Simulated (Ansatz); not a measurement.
Si(Cl)3(OSiH3) (Cl3H3OSi2), SMILES [SiH3]O[Si](Cl)(Cl)Cl. Atoms are numbered in the order given.

```xyz
9

Si    -2.6756     0.3055    -0.5962
O     -1.0641     0.6341    -0.2849
Si     0.4010     0.0492     0.0801
Cl     1.0009    -1.2804    -1.3480
Cl     1.7257     1.5899     0.1702
Cl     0.3458    -0.9056     1.8834
H     -3.2755    -0.3680     0.5900
H     -2.7724    -0.5814    -1.7896
H     -3.3505     1.6043    -0.8552
```

The structure is a stationary point at PBE0-D3(BJ)/def2-SVP. One conformer was computed; it need not be the lowest.

Two levels are set side by side: PBE-D3(BJ)/def2-SVP (Ansatz, a program for electronic structure) and PBE0-D3(BJ)/def2-SVP (Ansatz). Each level has its own optimised geometry; the coordinates shown are those of the second. Differences are taken from unrounded values.

```tsv
quantity	PBE0-D3(BJ)	PBE-D3(BJ)	PBE-D3(BJ) minus PBE0-D3(BJ)
mean bond length (Å)	1.735	1.750	0.016
bond Si1–O2 (Å)	1.674	1.694	0.020
bond O2–Si3 (Å)	1.619	1.640	0.021
bond Si3–Cl4 (Å)	2.041	2.064	0.022
bond Si3–Cl5 (Å)	2.034	2.052	0.018
bond Si3–Cl6 (Å)	2.041	2.052	0.011
bond Si1–H7 (Å)	1.490	1.501	0.011
bond Si1–H8 (Å)	1.490	1.501	0.011
bond Si1–H9 (Å)	1.486	1.497	0.011
```

Exact exchange shortens and stiffens bonds; PBE has none. Differences between two approximate levels are no errors against the true value.
